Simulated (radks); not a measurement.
The oxygen anion O2-, [Ne], held by a Watson sphere: a shell of charge +2 at radius R that stands for the Madelung well of a crystal (potential energy -2/R inside, -2/r outside, in hartree with lengths in bohr). Calculated with a radial shooting solver on a logarithmic mesh with Libxc functionals: scalar-relativistic Kohn-Sham, LB94 model potential, spin-polarised, spherical densities, finite nucleus; Fermi nuclear charge, rms radius of each element as measured or else 0.836 A^(1/3) + 0.57 fm. Response by self-consistent Sternheimer equations with the Hartree and adiabatic LDA kernel, the relativistic mass of each level held fixed and spin-orbit coupling left out. The sphere does not respond.

R (bohr)  e(1s) (eV)  e(2s) (eV)  e(2p) (eV)  <r> 2p (bohr)  sum of <r^2> (bohr^2)  X-ray form factor at sin(theta)/lambda = 0.3 1/angstrom  alpha (bohr^3)
1.7          -533.12     -28.618     -14.432          1.391                  18.99                                                    4.317           9.577
2.23         -532.22     -25.600     -11.870          1.500                  22.14                                                    4.175           15.39
2.54         -531.51     -24.217     -10.608          1.553                  23.84                                                    4.146           19.93
2.93         -530.59     -22.786      -9.246          1.612                  25.86                                                    4.133           27.05
3.48         -529.38     -21.206      -7.684          1.681                  28.56                                                    4.131           40.32
3.67         -529.01     -20.752      -7.226          1.703                  29.47                                                    4.132           45.94
3.91         -528.56     -20.231      -6.697          1.728                  30.60                                                    4.132           53.96
